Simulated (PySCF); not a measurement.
System: sum formula Si2NH5F, charge -1, multiplicity 1. It need not be the lowest isomer of its formula. Whether it binds its extra electron was not tested at this geometry. 
Coordinates optimised at B3LYP-D3(BJ)/def2-TZVP (Ansatz):
SMILES: F[SiH2]N[SiH2-]
```xyz
9

Si     0.8117    -0.5789     0.1077
F      2.3518    -0.2745    -0.3722
N     -0.2465     0.6231    -0.3985
Si    -2.0187     0.5660     0.1915
H      0.8623    -0.6637     1.5853
H      0.5970    -1.9528    -0.4373
H     -0.1589     0.9721    -1.3398
H     -1.7462     0.8917     1.6713
H     -2.0978    -0.9573     0.4711
```
Charge -1, spin multiplicity 1.

Dispersion corrections to the total energy (kcal/mol) from the dftd3 and dftd4 libraries through PySCF: D3(BJ) without and D4 with the three-body term, each with the damping fitted for the functional named.

```
functional  D3(BJ)      D4
----------  ------  ------
BP86         -8.02       …
revPBE      -11.38  -16.74
B2GP-PLYP    -3.93   -2.35
r2SCAN           …   -1.33
PBE              …   -5.59
TPSSh        -5.53   -6.82
CAM-B3LYP    -3.94   -4.79
```

**Question.** Complete the blanks.

**Answer.** 
- BP86, D4: -7.53
- r2SCAN, D3(BJ): -1.27
- PBE, D3(BJ): -4.64
